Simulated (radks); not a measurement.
The numbers below are computed, except where a source is named.
How relativity changes the ionisation of the technetium ion Tc3+ ([Kr] 4d4) to Tc4+ ([Kr] 4d3). Spin-unpolarised spherical Kohn-Sham, PBE, point nucleus unless stated (finite: rms radius 4.4112 fm), a radial shooting solver on a logarithmic mesh with Libxc functionals. A level marked "c x" has the speed of light scaled by that factor and shares open shells by 2j + 1; other Dirac levels either fill j = l - 1/2 first or share by 2j + 1.

non-rel.: E(Tc3+) (hartree) -4204.37329; E(Tc4+) (hartree) -4202.81025; IE (eV) 42.532; HOMO 4d; <r> HOMO (bohr) 1.505
scalar-rel.: E(Tc3+) (hartree) -4283.69195; E(Tc4+) (hartree) -4282.14720; IE (eV) 42.035; HOMO 4d; <r> HOMO (bohr) 1.518
scalar-rel., finite nucleus: E(Tc3+) (hartree) -4283.62742; E(Tc4+) (hartree) -4282.08266; IE (eV) 42.035; HOMO 4d; <r> HOMO (bohr) 1.518
Dirac, 2j+1 shares: E(Tc3+) (hartree) -4284.37064; E(Tc4+) (hartree) -4282.82609; IE (eV) 42.029; HOMO 4d5/2; <r> HOMO (bohr) 1.523
Dirac, low j first: E(Tc3+) (hartree) -4284.40124; E(Tc4+) (hartree) -4282.85173; IE (eV) 42.164; HOMO 4d3/2; <r> HOMO (bohr) 1.513
Dirac, 2j+1 shares, finite nucleus: E(Tc3+) (hartree) -4284.30599; E(Tc4+) (hartree) -4282.76143; IE (eV) 42.030; HOMO 4d5/2; <r> HOMO (bohr) 1.523
Dirac, c x 0.85: E(Tc3+) (hartree) -4317.30566; E(Tc4+) (hartree) -4315.76822; IE (eV) 41.836; HOMO 4d5/2; <r> HOMO (bohr) 1.531
Dirac, c x 1.25: E(Tc3+) (hartree) -4254.66049; E(Tc4+) (hartree) -4253.10928; IE (eV) 42.211; HOMO 4d5/2; <r> HOMO (bohr) 1.516
Dirac, c x 1.5: E(Tc3+) (hartree) -4238.96345; E(Tc4+) (hartree) -4237.40863; IE (eV) 42.309; HOMO 4d5/2; <r> HOMO (bohr) 1.513

NIST Atomic Spectra Database: 41 eV (theoretical). The relativistic part of the total energy of Tc3+ is -79.93 hartree (Dirac, 2j+1 shares, finite nucleus), 1.9 % of the non-relativistic value. Spin polarisation and multiplet splitting of open shells are left out at every level.

Beside tabulated values, note that relativity, absent from the non-relativistic runs, is large for the heavy elements, and spin-unpolarised runs miss the spin-polarisation part of the exchange energy of open shells.
